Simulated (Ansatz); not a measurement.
`C=CCS[SiH3]` + `OC(O)=[Se]` → `OC(=[Se])O[SiH3]` + `C=CCS`  (ligand exchange at the Si–S bond)

Isolated molecules relaxed with PBE0-D4/def2-TZVP in Ansatz; ΔE leaves out vibrations. CBS: MP2 limit from def2 TZ/QZ plus the TZ coupled-cluster correction, frozen cores. DFT in def2-TZVPP. B3LYP here is the variant with VWN-RPA as its local correlation; programs differ in this. For Se outer-core shells are correlated without core-valence functions, which leaves a few kJ/mol of doubt a bond. Scalar relativity is left out up to krypton. Each species was taken in one conformer, which may not be the lowest.

`C=CCS[SiH3]`:

```xyz
13

C     1.793   -0.264    0.553
C     0.601   -0.634    1.001
C    -0.419   -1.322    0.170
S    -1.951   -0.332   -0.021
Si   -1.153    1.437   -0.900
H     2.102   -0.465   -0.468
H     2.502    0.250    1.191
H     0.310   -0.410    2.024
H    -0.028   -1.567   -0.819
H    -0.760   -2.247    0.643
H    -0.421    2.301    0.060
H    -2.337    2.170   -1.414
H    -0.239    1.084   -2.019
```

`OC(O)=[Se]`:

Cartesian coordinates in Å:
```
O 1.208 -0.032 0.502
C -0.008 0.000 0.005
O 0.053 -0.044 -1.306
Se -1.520 0.091 0.970
H 1.123 0.002 1.464
H -0.855 -0.018 -1.635
```

`OC(=[Se])O[SiH3]`:

```xyz
9

O     0.527    1.567    1.627
C     0.012    0.565    0.945
Se   -1.255   -0.546    1.579
O     0.544    0.495   -0.241
Si    0.077   -0.703   -1.359
H     0.098    1.571    2.494
H     0.403   -2.043   -0.831
H     0.944   -0.361   -2.509
H    -1.350   -0.544   -1.705
```

`C=CCS`:

Z-matrix (Å, degrees):
```
C
C 1 1.487
S 1 1.822 2 113.4
H 1 1.092 2 110.8 3 117.5
H 1 1.092 2 111.6 3 -122.6
C 2 1.325 1 124.4 3 -115.8
H 2 1.088 1 116.0 3 64.0
H 3 1.343 1 96.7 2 -67.7
H 6 1.086 2 121.4 1 0.2
H 6 1.083 2 121.6 1 179.9
```

CCSD(T)/CBS gives -23.4 kJ/mol.

Q: Another level gave -27.1 kJ/mol. Which?
A. PBE0-D4/def2-TZVPP
B. B3LYP-D4/def2-TZVPP
C. CCSD/def2-TZVPP
D. HF/def2-TZVPP

A: C. CCSD/def2-TZVPP -27.1, B3LYP-D4 -21.9, HF/def2-TZVPP -34.0, PBE0-D4 -10.8 kJ/mol.

Largest T1 diagnostic among the species: 0.016.

In def2-TZVPP, CCSD(T) changes the Hartree–Fock value by +9.1 kJ/mol (the triples alone add +2.1 kJ/mol) and MP2 by +11.2 kJ/mol. The D4 term adds +3.6 kJ/mol with B3LYP and +2.2 kJ/mol with PBE0; it sums over pairs of atoms, weighted by their polarisabilities, and B3LYP, whose exchange is more repulsive, gets the larger term.
